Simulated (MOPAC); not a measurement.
A run for MOPAC: PM3 on LiP-, 2S+1 = 4, a spin state set in the input, which need not be the lowest, a point of a bond scan (R = 2.460 Å). Charge -1.

```
PM3 1SCF PRECISE CHARGE=-1 UHF MS=1.5 THREADS=1
LiP

Li     0.00000000 1     0.00000000 1     0.00000000 1
P      0.00000000 1     0.00000000 1     2.45984200 1
```

Program output:

```
*******************************************************************************
 **                                                                           **
 **                              MOPAC v23.2.5                                **
 **                                                                           **
 *******************************************************************************
 ** MOPAC's Digital Object Identifier: https://doi.org/10.5281/zenodo.6511958 **
 **                                                                           **
 ** Please cite the open-source release paper for use of this MOPAC version:  **
 ** J. E. Moussa and J. J. P. Stewart (2026)                                  **
 ** MOPAC: An open-source semiempirical molecular orbital program             **
 ** J. Open Source Softw., 11(119), 8025, https://doi.org/10.21105/joss.08025 **
 *******************************************************************************

                              PM3 CALCULATION RESULTS

 *******************************************************************************
 *  PM3        - The PM3 Hamiltonian to be used
 *  UHF        - UNRESTRICTED HARTREE-FOCK CALCULATION
 *
 *
 *
 *                 CHARGE ON SYSTEM = -1
 *
 *
 *
 *  MS=        - IN MECI, MAGNETIC COMPONENT OF SPIN =  1.5
 *  PRECISE    - TIGHTER CRITERIA TO BE USED
 *  1SCF       - DO 1 SCF AND THEN STOP
 *  THREADS=1  - MULTI-THREADING NOT USED
 *  T=         - A TIME OF 172800.0 SECONDS REQUESTED
 *  DUMP=N     - RESTART FILE WRITTEN EVERY 7200.0 SECONDS REQUESTED
 *******************************************************************************
PM3 1SCF PRECISE CHARGE=-1 UHF MS=1.5 THREADS=1
 LiP

   ATOM   CHEMICAL          X               Y               Z
  NUMBER   SYMBOL      (ANGSTROMS)     (ANGSTROMS)     (ANGSTROMS)

     1      Li          0.00000000  *   0.00000000  *   0.00000000  *
     2       P          0.00000000  *   0.00000000  *   2.45984200  *



          CARTESIAN COORDINATES

    NO.       ATOM           X           Y           Z

     1        Li          0.0000      0.0000      0.0000
     2         P          0.0000      0.0000      2.4598

 Li: (PM3): E. ANDERS, R. KOCH, P. FREUNSCHT, J. COMP. CHEM 14 1301-1312  1993
  P: (PM3): J. J. P. STEWART, J. COMP. CHEM. 10, 209 (1989).

           Empirical Formula: Li P  =     2 atoms



      MOLECULAR POINT GROUP   :   C*v


          UHF CALCULATION, NO. OF ALPHA ELECTRONS =    5
                           NO. OF BETA  ELECTRONS =    2

 -------------------------------------------------------------------------------
 PM3 1SCF PRECISE CHARGE=-1 UHF MS=1.5 THREADS=1
 LiP



     1SCF WAS SPECIFIED, SO BFGS WAS NOT USED
     SCF FIELD WAS ACHIEVED


                              PM3 CALCULATION
                                                       MOPAC v23.2.5 Linux




          FINAL HEAT OF FORMATION =         25.01023 KCAL/MOL =     104.64282 KJ/MOL


          COSMO AREA              =         88.26 SQUARE ANGSTROMS
          COSMO VOLUME            =         71.62 CUBIC ANGSTROMS

          IONIZATION POTENTIAL    =          1.656155 EV
          ALPHA SOMO LUMO (EV)    =         -1.656  3.272
          BETA  SOMO LUMO (EV)    =         -3.184  2.385
          NO. OF ALPHA ELECTRONS  =          5
          NO. OF BETA  ELECTRONS  =          2
          MOLECULAR WEIGHT        =         37.9138         POINT GROUP:  C*v

          MOLECULAR DIMENSIONS (Angstroms)

            Atom       Atom       Distance
            P     2   Li     1     2.45984
            P     2   Li     1     0.00000
           Li     1    P     2     0.00000


          SCF CALCULATIONS        =          1





   ATOM   CHEMICAL          X               Y               Z
  NUMBER   SYMBOL      (ANGSTROMS)     (ANGSTROMS)     (ANGSTROMS)

     1      Li          0.00000000  *   0.00000000  *   0.00000000  *
     2       P          0.00000000  *   0.00000000  *   2.45984200  *

                             CARTESIAN COORDINATES

   1   Li        0.000000000     0.000000000     0.000000000
   2    P        0.000000000     0.000000000     2.459842000


           Empirical Formula: Li P  =     2 atoms



      MOLECULAR POINT GROUP   :   C*v


          ALPHA EIGENVALUES
 -17.73793  -4.05010  -4.05010  -3.81869  -1.65615   3.27218   3.27218   4.08587


           BETA EIGENVALUES
 -14.80997  -3.18417   2.38537   2.38537   2.54065   3.88785   3.88785   4.76584


              NET ATOMIC CHARGES AND DIPOLE CONTRIBUTIONS

  ATOM NO.   TYPE          CHARGE      No. of ELECS.   s-Pop       p-Pop
    1         Li          -0.451849        1.4518     1.01261     0.43924
    2          P          -0.548151        5.5482     1.90873     3.63942
 DIPOLE           X         Y         Z       TOTAL
 POINT-CHG.     0.000     0.000     3.176     3.176
 HYBRID         0.000    -0.000     0.707     0.707
 SUM            0.000    -0.000     3.883     3.883


          ATOMIC ORBITAL ELECTRON POPULATIONS

     Atom    s        px        py        pz
    1 Li   1.01261   0.04035   0.04035   0.35853
    2  P   1.90873   0.95965   0.95965   1.72012


                    (SZ)    =    1.500000
                    (S**2)  =    3.750877


          ATOMIC ORBITAL SPIN POPULATIONS

    Atom   Total    s     px     py     pz
         Atomic
    1 Li  1.0449  0.819  0.040  0.040  0.145
    2  P  1.9551  0.015  0.960  0.960  0.021

 **********************
 *                    *
 * JOB ENDED NORMALLY *
 *                    *
 **********************




 == MOPAC DONE ==
```

The run finished.

Cost: roughly 0.020 core-seconds.
